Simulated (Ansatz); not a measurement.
PBE exchange is replaced step by step with exact exchange (0 % is PBE, 25 % PBE0; no dispersion term), basis def2-SVP, Ansatz. System: [Ni(NH3)(H2O)5]2+ (NiNO₅H₁₃²⁺). The state is a triplet with charge 2. Geometry: r2SCAN-D4/def2-SVP.

Geometry of the triplet:

```xyz
20

Ni    0.0069    0.0026    0.0041
N    -1.2482   -1.4539   -0.7502
H    -1.1557   -2.3727   -0.3037
H    -1.1044   -1.6329   -1.7501
H    -2.2447   -1.2298   -0.6548
O     1.2501    1.4802    0.7734
H     2.0353    1.8622    0.3503
H     1.1465    1.9128    1.6357
O    -1.0334    0.2160    1.7779
H    -0.9763   -0.3941    2.5303
H    -1.8543    0.7202    1.8945
O     1.2477    0.0202   -1.6514
H     1.9712   -0.5998   -1.8343
H     1.0930    0.5138   -2.4721
O    -1.0888    1.5530   -0.8183
H    -1.8644    1.5853   -1.4000
H    -0.8232    2.4738   -0.6655
O     1.2693   -1.3402    0.9439
H     2.0282   -1.0096    1.4505
H     1.3452   -2.3072    0.9399
```

HOMO and LUMO are taken over both spins.

| exact exchange (%) | HOMO (eV) | LUMO (eV) | gap (eV) | ⟨S²⟩ |
| --- | --- | --- | --- | --- |
| 0 | -13.70 | -11.71 | 1.98 | 2.001 |
| 5 | -14.31 | -11.25 | 3.07 | 2.001 |
| 10 | -14.92 | -10.76 | 4.16 | 2.001 |
| 25 | -16.49 | -9.21 | 7.28 | 2.002 |
| 35 | -17.37 | -8.12 | 9.26 | 2.002 |
| 50 | -18.60 | -6.78 | 11.82 | 2.003 |

Problem. Estimate the row for 15 %.

Solution. 
```csv
exact exchange (%),HOMO (eV),LUMO (eV),gap (eV),⟨S²⟩
15,-15.52,-10.26,5.26,2.002
```
